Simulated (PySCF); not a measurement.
Cartesian coordinates in Å; atom numbers follow the order of the lines, from 1:
```xyz
15

C     2.1022    0.0826   -0.5661
C     1.3209    0.4563    0.6490
C     0.0719    0.1318    0.9450
C    -0.8640   -0.6960    0.1158
C    -2.0467    0.1411   -0.3529
F    -2.8543   -0.5844   -1.1690
F    -2.8209    0.5250    0.6913
H     2.9493   -0.5412   -0.2809
H     2.5020    0.9815   -1.0342
H     1.5072   -0.4541   -1.2983
H     1.8730    1.0575    1.3601
H    -0.3603    0.4870    1.8707
H    -1.2583   -1.5215    0.7146
H    -0.3784   -1.1073   -0.7680
H    -1.7481    1.0497   -0.8991
```

Theory: NMR shieldings at PBE0/pcSseg-1/GIAO, structure optimised with GFN2-xTB, in PySCF 2.14.0 with density-fitted response routines (one averaged value for each set of equivalent atoms, isolated molecule, one conformer, relativity neglected).

Chemical shifts δ = σref − σ; 13C (σref 186.93), 1H (σref 31.72) vs TMS; 19F (σref 170.95) vs CFCl3, all at this level.

```csv
atoms,nucleus,count,Hirshfeld charge,δ (ppm)
H13/H14,1H,2,0.05,2.71
H12,1H,1,0.04,5.78
C3,13C,1,-0.06,128.9
C1,13C,1,-0.12,16.1
C2,13C,1,-0.04,?
H15,1H,1,0.04,?
H11,1H,1,0.05,6.03
C4,13C,1,-0.09,37.5
H8/H9/H10,1H,3,0.05,?
F6/F7,19F,2,-0.11,-132.7
C5,13C,1,0.15,124.2
```

Fill in the missing shifts.

## Answers


- C2: 137.1 ppm, alkene CH; an sp2 carbon of a C=C bond
- H15: 5.88 ppm, hydrogen on an sp3 CH bonded to 2 F; its carbon carries F, an electronegative neighbour
- H8/H9/H10: 1.85 ppm, hydrogen on an allylic methyl carbon; allylic position

Shifts are as computed. Against solution values, carbons near 30 ppm lie about +3 ppm off and those near 130 ppm about +5 ppm. Of 1211 compounds with measured shifts, 218 miss one by over three times the rms of a fit or turn the order of signals round; such compounds aren't used in these exercises. Unscaled 19F shifts against computed CFCl3 carry errors that often reach 10 to 50 ppm.
